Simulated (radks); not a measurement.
Results of a calculation; reference values are marked as such.
Au LXXVII, configuration [He] 2s1. Code: a radial shooting solver on a logarithmic mesh with Libxc functionals. Model: Dirac Kohn-Sham, PBE, spin-unpolarised, spherical densities, finite nucleus; Fermi nuclear charge, rms radius 5.4371 fm.

Radial electron density D(r) = 4 pi r^2 rho(r):

```
   r/bohr * D(r) (the largest magnitude, 97.7, reaches the edge; | marks zero)
0.0007009 |  *
0.0008425 |   *
 0.001013 |    *
 0.001227 |      *
 0.001475 |        *
 0.001787 |           *
 0.002148 |               *
 0.002582 |                   *
 0.003129 |                        *
 0.003761 |                             *
 0.004557 |                                    *
 0.005477 |                                          *
 0.006584 |                                               *
 0.007978 |                                                    *
 0.009589 |                                                      *
  0.01162 |                                                     *
  0.01397 |                                                 *
  0.01679 |                                          *
  0.02034 |                                *
  0.02445 |                       *
  0.02963 |               *
  0.03561 |          *
   0.0428 |         *
  0.05186 |         *
  0.06234 |        *
  0.07554 |      *
   0.0908 |    *
   0.1091 | *
   0.1322 |*
    0.159 *
   0.1926 *
   0.2315 *
```

D(r) has 1 maximum, at r = 0.0101 bohr.
